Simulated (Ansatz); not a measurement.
Ansatz results at the PBE0-D4/def2-TZVP geometry: zero-point energy (PBE0-D4/def2-TZVP) 106.9 kJ/mol; HOMO energy (PBE/def2-TZVPP) -6.45 eV; HOMO energy (B3LYP/def2-TZVPP) -7.38 eV.

Each molecule was computed in one conformer, which needn't be the lowest.

Problem. Which molecule gave them?
A. `C=[CH][ZnH]`
B. `[NH2][Zn][AlH][Cl]`
C. `N[Si](F)(S)I`
D. `C1=N[SiH2]O[SiH2]1`

Solution. C. The others give `[NH2][Zn][AlH][Cl]`: 86.5, -5.49, -6.50; `C=[CH][ZnH]`: 125.0, -6.43, -7.44; `C1=N[SiH2]O[SiH2]1`: 159.3, -5.76, -6.87.

B3LYP here is the variant with VWN-RPA as its local correlation; programs differ in this.
